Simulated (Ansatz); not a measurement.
Basis-set series for CH$_{6}$GeOSn (`[SnH3][GeH]1[CH2][O]1`). Charge 0, multiplicity 1. Sn takes the def2 core potential. The structure was optimised at the PBE0-D4/def2-TZVP level.

```xyz
10

Sn   -1.090   -1.316    0.969
Ge    0.078    0.873    0.250
C     1.024    0.986   -1.411
O     1.792    0.494   -0.334
H    -0.385   -1.916    2.399
H    -2.749   -1.028    1.240
H    -0.900   -2.440   -0.296
H     0.113    2.109    1.161
H     1.313    1.972   -1.778
H     0.803    0.266   -2.200
```

| functional | basis | functions | energy (Eh) | HOMO (eV) | LUMO (eV) |
| --- | --- | --- | --- | --- | --- |
| PBE0-D4 | def2-SVP | 116 | -2407.44632 | -6.93 | -0.98 |
| PBE0-D4 | def2-TZVPP | 244 | -2407.85770 | -6.99 | -1.10 |
| ωB97M-V | def2-SVP | 116 | -2407.60055 | -9.02 | 0.87 |
| ωB97M-V | def2-TZVPP | 244 | -2408.01780 | -9.10 | 0.65 |

Problem. Give the rows for def2-QZVPP. (Estimate.)

Solution. The calculation gave: 
```csv
functional,basis,functions,energy (Eh),HOMO (eV),LUMO (eV)
PBE0-D4,def2-QZVPP,465,-2407.91136,-7.01,-1.17
ωB97M-V,def2-QZVPP,465,-2408.07007,-9.12,0.49
```

Positive LUMOs are unbound and depend on the basis. Scalar relativity is left out up to krypton.

Program: Ansatz 0.2.0.
